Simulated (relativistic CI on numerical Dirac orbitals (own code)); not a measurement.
**One change at a time: Yb⁴¹⁺**

Base calculation: Dirac-Coulomb-Breit CI, separate exchange-only KLI orbitals for each configuration, a model potential for QED, unscaled Slater integrals.

CI space (outside the closed core [Ar]): 3d¹⁰4s, 3d¹⁰4p, 3d¹⁰4d, 3d¹⁰4f, 3d¹⁰5s, 3d¹⁰5p, 3d¹⁰5d, 3d¹⁰5f, 3d¹⁰5g, 3d¹⁰6s, 3d¹⁰6p, 3d¹⁰6d, 3d⁹4s², 3d¹⁰6f, 3d¹⁰7s, 3d⁹4s4p, 3d¹⁰8s, 3d⁹4s4d, 3d⁹4s4f, 3d⁹4s5s, 3d⁹4s5p, 3d⁹4s5d, 3d⁹4s5f. Double excitations out of closed p, d and f shells are left out; levels of such configurations are missing from the list, as are those of other unlisted configurations, and high levels can miss mixing partners.

Variants: (1) valence Slater integrals scaled by 0.9; (2) Breit term removed. Shifts of the energy above 3d¹⁰4s ²S1/2, in eV, for the lowest level and the first level of each name with at least 55 % of one term (blank where a level changes its place among those of its configuration and J or its character, or is not in the variant):

```
        Level     Base   Δ(1)   Δ(2)
 3d¹⁰4s ²S1/2     0.00   0.00   0.00
3d¹⁰4p ²P°1/2    87.85  +0.05  -0.89
3d¹⁰4p ²P°3/2   163.20  +0.05  -0.05
 3d¹⁰4d ²D3/2   300.92   0.00  +0.39
 3d¹⁰4d ²D5/2   316.89   0.00  +0.78
3d¹⁰4f ²F°5/2   464.16   0.00  +1.05
3d¹⁰4f ²F°7/2   467.91   0.00  +1.30
 3d¹⁰5s ²S1/2   818.61  +0.01  +0.76
3d¹⁰5p ²P°1/2   861.24  +0.01  +0.36
3d¹⁰5p ²P°3/2   896.42  +0.01  +0.74
 3d¹⁰5d ²D3/2   961.71   0.00  +0.93
 3d¹⁰5d ²D5/2   969.40   0.00  +1.13
3d¹⁰5f ²F°5/2  1034.52   0.00  +1.26
3d¹⁰5f ²F°7/2  1036.74   0.00  +1.37
 3d¹⁰5g ²G7/2  1068.88   0.00  +1.41
 3d¹⁰5g ²G9/2  1069.76   0.00  +1.43
 3d¹⁰6s ²S1/2  1225.03  +0.01  +1.07
3d¹⁰6p ²P°1/2  1248.71   0.00  +0.85
3d¹⁰6p ²P°3/2  1268.03   0.00  +1.06
 3d¹⁰6d ²D3/2  1304.11   0.00  +1.16
 3d¹⁰6d ²D5/2  1308.42   0.00  +1.27
 3d⁹4s² ²D5/2  1326.82  +0.02  +0.71
```

At this charge energies of transitions that change n are usually good to better than 1 %, and those within a shell (Δn = 0) to a few per cent.

Ionisation energy from the two ground configurations alone: base 2033.95 eV; Breit term removed 2035.43 eV. The NIST ASD value (semi-empirical) is 2036.4 eV.

LS names give the leading component of a level, which can be under half, so a name can repeat, a term be missing and a line seem to break the LS rules.
